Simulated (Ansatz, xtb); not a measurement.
Species: CNO, charge 0, multiplicity 2. It need not be the lowest isomer of its formula. 
Structure (B3LYP-D3(BJ)/def2-TZVP (Ansatz, a quantum-chemistry and plane-wave program) minimum search):
```
C
O 1 1.1754
N 1 1.2216 2 180.00
```
Charge 0, spin multiplicity 2.

Harmonic wavenumbers from GFN2-xTB (xtb, at its own minimum), cm⁻¹: 376, 376, 1379, 2220.

Q: Give the harmonic wavenumbers at B3LYP-D3(BJ)/def2-TZVP (Ansatz, finite differences of forces, unscaled).

A: 513, 596, 1298, 1988 cm⁻¹. Zero-point energy 6.3 kcal/mol.

Q: From these and the geometry, give the ideal-gas thermochemistry at 298.15 K and 1 atm (rigid rotor, harmonic oscillator).

A: Point group C∞v, rotational symmetry number 1. Rotational constants 11.77, 11.77 GHz. S(trans) 37.13, S(rot) 14.44, S(vib) 1.11, S(elec, spin only) 1.38, S 54.1 cal/(mol K). H(298) - H(0) 2.32 kcal/mol; G - E(el) -7.5 kcal/mol.
